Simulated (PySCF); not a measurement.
H2Si, charge +1, doublet, geometry from GFN2-xTB (a state made from the parent by changing its charge; the spin is typed, not shown lowest). Base run: TPSS/6-31G* run with PySCF.

PySCF was given this input:
```python
from pyscf import gto, scf, dft

mol = gto.M(
    atom='''
Si   -0.001454    0.073868    0.004323
H    -1.335763   -0.546367    0.017598
H     1.356118   -0.487783   -0.078120
''',
    basis='6-31g*',
    charge=1,
    spin=1,
    verbose=4,
)

mf = dft.UKS(mol)
mf.xc = 'tpss'
mf.kernel()
```

Variants of this job, named by their change:

```csv
change,ΔE vs base (µEh),SCF cycles,<S^2>
base,0.0,8,0.751
diis_space = 20,0.0,8,0.751
init_guess = sap,0.0,8,0.751
DIIS = ADIIS,0.0,13,0.751
DIIS = EDIIS,0.0,27,0.751
diis = off (with mf.max_cycle = 100),0.0,20,0.751
init_guess = huckel,0.0,8,0.751
conv_tol_grad = 1e-7,0.0,10,0.751
conv_tol_grad = 1e-3,0.0,8,0.751
level_shift = 0.1 (with mf.max_cycle = 100),0.0,8,0.751
init_guess = atom,0.0,8,0.751
diis_space = 4,0.0,8,0.751
level_shift = 0.3 (with mf.max_cycle = 100),0.0,12,0.751
```

Open shells are given as the SCF converged; they aren't shown to be the lowest states, and a large step between rows can be another state.
